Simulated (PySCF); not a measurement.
**How methods differ on the ionisation energy of Nb²⁶⁺**

Nb²⁶⁺ [Ne] 3s2 3p3 [3p1/2^2 3p3/2^1, M_J = 3/2] → Nb²⁷⁺ [Ne] 3s2 3p2 [3p1/2^2, M_J = 0], as a difference of total energies. Calculation: PySCF 2.14, in an even-tempered Gaussian basis (19 s from 3.7 bohr⁻², ratio 2.4; 13 p from 4.8 bohr⁻², ratio 2.4; 5 d from 19 bohr⁻², ratio 2.6; 4 f from 28 bohr⁻², ratio 2.6); the two-component X2C-1e Hamiltonian. Correlated levels: 1s2 frozen; the 50 highest virtual spinors dropped. "Screened" scales the spin-orbit matrix elements by Boettger's factors to mimic the two-electron term; Breit and QED terms are absent.

```
                    method  ionisation energy (eV)
           GHF (spin-free)                  1369.1
          GMP2 (spin-free)                  1369.5
 GHF (screened spin-orbit)                  1356.5
GMP2 (screened spin-orbit)                  1356.5
```

Breit and QED terms and the two-electron picture change are absent.

The spin-free rows relax to the high-spin LS determinant and lack the spin-orbit shift.

The labels give the starting determinants; with spin-orbit coupling the two ends relaxed to ⟨J²⟩ = 3.76, ⟨L²⟩ = 1.29, ⟨S²⟩ = 2.35 and ⟨J²⟩ = 0.00, ⟨L²⟩ = 1.34, ⟨S²⟩ = 1.34.

For comparison: 1368 ± 5 eV (semi-empirical (NIST evaluation); NIST Atomic Spectra Database, ionization energies).
